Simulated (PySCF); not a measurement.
C₈H₁₁Si (doublet state).
Z-matrix (Å and degrees, PBE0-D3(BJ)/def2-SVP geometry), rows numbered from 1:
```
C 
C   1  1.3121
Si  2  1.8849  1  122.90
C   3  1.8746  2  109.00  1  -116.16
C   4  1.3385  3  123.68  2  -132.39
C   3  1.8750  2  108.68  1   124.95
C   6  1.3384  3  123.49  2  -135.32
C   3  1.8705  2  109.35  1     4.38
C   8  1.3380  3  123.40  2  -138.72
H   1  1.0921  2  139.15  3   179.76
H   2  1.1075  1  119.42  3  -179.72
H   4  1.0987  3  118.00  2    48.76
H   5  1.0962  4  122.26  3  -178.99
H   5  1.0963  4  121.44  3     0.97
H   6  1.0989  3  118.52  2    45.35
H   7  1.0962  6  122.26  3  -179.49
H   7  1.0963  6  121.42  3     0.61
H   8  1.0982  3  118.11  2    42.28
H   9  1.0964  8  121.51  3     1.15
H   9  1.0962  8  122.26  3  -179.02
```

The hyperfine couplings belong to this conformer and change with its torsions.

As a line formula: `[H]/[C]=C/[Si](C=C)(C=C)C=C` [radical].

Level of theory: PySCF 2.14.0, UKS B3LYP, IGLO-III on C Si, pcH-1 on H, non-relativistic, mean-field spin-orbit, GIAO. Isolated species at its PBE0-D3(BJ)/def2-SVP geometry (one conformer only). No stability test was run, so a lower SCF solution isn't excluded.

Task: The isotropic 13C couplings are +319.1, +20.6 MHz. Assign them to C1; C2.

Result: 
| site | a_iso (MHz) | ρ(0) (bohr⁻³) | position | distance from C1 (Å) | spin population | largest \|T\| (MHz) |
| --- | --- | --- | --- | --- | --- | --- |
| C1 | +319.1 | +0.2840 | largest spin population | 0.00 | +0.97 | 132.8 |
| C2 | +20.6 | +0.0183 | 1 bond from C1 | 1.31 | -0.13 | 17.8 |

ρ(0) is the spin density at the nucleus and T the dipolar tensor; a_iso includes a spin–orbit part; entries for several nuclei are means. The largest Mulliken spin populations are on C1 (+0.97), C2 (-0.13) and H11 (+0.10). C1 is the only atom above +0.15.

Nuclei that the bonding pattern makes equivalent are averaged, as if the motion that swaps them (rotation, inversion, ring flip) were fast.

On an x86-64 server with one thread, on a shared host, this took 5.7 min of wall time.
